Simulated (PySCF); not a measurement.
`[CH](/[GeH3])=C\Cl`. Computed with PySCF, PBE0-D3(BJ)/def2-SVP geometry optimisation, gas phase.

```
atom  x, y, z in Å
Cl1    2.5164   -0.3949   -0.0570
C2     0.8115   -0.1229   -0.1551
C3    -0.1041   -0.9724    0.3108
Ge4   -2.0025   -0.6061    0.1693
H5     0.5704    0.8270   -0.6419
H6     0.2336   -1.9009    0.7839
H7    -2.6949   -1.7074   -0.6546
H8    -2.1827    0.7554   -0.5249
H9    -2.6398   -0.5666    1.5703
```

Problem. What is the longest distance between nuclei?

Solution. Cl1···H9 and Cl1···H7, 5.410 Å down to 5.407 Å.

Problem. Give the dihedral angles H6–C3–Ge4–H7, Cl1–C2–C3–Ge4, Cl1–C2–C3–H6, C2–C3–Ge4–H7, H5–C2–C3–Ge4, H6–C3–Ge4–H8.

Solution. H6–C3–Ge4–H7 -60° (synclinal); Cl1–C2–C3–Ge4 180° (antiperiplanar); Cl1–C2–C3–H6 0° (synperiplanar); C2–C3–Ge4–H7 120° (anticlinal); H5–C2–C3–Ge4 0° (synperiplanar); H6–C3–Ge4–H8 180° (antiperiplanar). Dihedral signs follow IUPAC: positive where, seen along the central bond, the front bond turns clockwise onto the rear one.

Problem. Work out the bond lengths Cl1–C2, C3–H6, Ge4–H7, Ge4–H8 in Å.

Solution. For Cl1–C2 the difference vector is (-1.7049, 0.2720, -0.0981) Å, of length 1.7292 Å. Cl1–C2 1.729; C3–H6 1.095; Ge4–H7 1.540; Ge4–H8 1.539 Å.

Problem. What is the repulsion energy of the bare nuclei, Σ ZA·ZB/RAB?

Solution. 290.29 Eh over 36 pairs, with full nuclear charges and distances in bohr; the largest single term is 63.56 Eh (Cl1 with Ge4).

Problem. How far apart are these pairs, which share no bond: Cl1···Ge4, Cl1···H6, C2···H8, H5···H9?

Solution. Cl1···Ge4 4.529 Å (3 bonds apart); Cl1···H6 2.861 Å (3 bonds apart); C2···H8 3.142 Å (3 bonds apart); H5···H9 4.140 Å (4 bonds apart).

Problem. Where is the centre of mass (commonest isotopes), and what is the radius of gyration?

Solution. Mass 137.929 u; centre at (-0.423, -0.539, 0.094) Å; Rg = √(Σ m r²/M) = 1.978 Å. As Ia + Ib + Ic = 2 Σ m r², the three principal moments sum to 1079.3 u·Å².

Problem. What are the angles C3–C2–H5, Cl1–C2–H5, Ge4–C3–H6, C3–Ge4–H7, C3–Ge4–H9, H7–Ge4–H8, C3–Ge4–H8?

Solution. From the scalar product of the two bond vectors; for C3–C2–H5 it is -0.8130 Å² over 1.3331 × 1.0943 Å², cos θ = -0.5573. C3–C2–H5 123.9°; Cl1–C2–H5 112.3°; Ge4–C3–H6 119.6°; C3–Ge4–H7 110.1°; C3–Ge4–H9 110.1°; H7–Ge4–H8 109.8°; C3–Ge4–H8 108.3°.

Problem. How far are the heavy atoms from their best plane (unweighted least squares)?

Solution. 0.000 Å rms; none is more than 0.001 Å off.

Problem. Write the matrix of distances between heavy atoms (Å, lower triangle).

Solution. 
```
Cl1   0.000
C2    1.729  0.000
C3    2.708  1.333  0.000
Ge4   4.529  2.874  1.939  0.000
```

The point group is Cs within 0.08 Å; differences among equivalent distances and angles are scatter left by the optimiser. Stationary, but not proved a minimum.

The run took 26 s of wall time on one thread of an Arm Neoverse V1, shared host with 32 logical CPUs at a one-minute load of 29, and the process peaked at 0.42 GiB of memory. That covers the optimisation of the geometry.
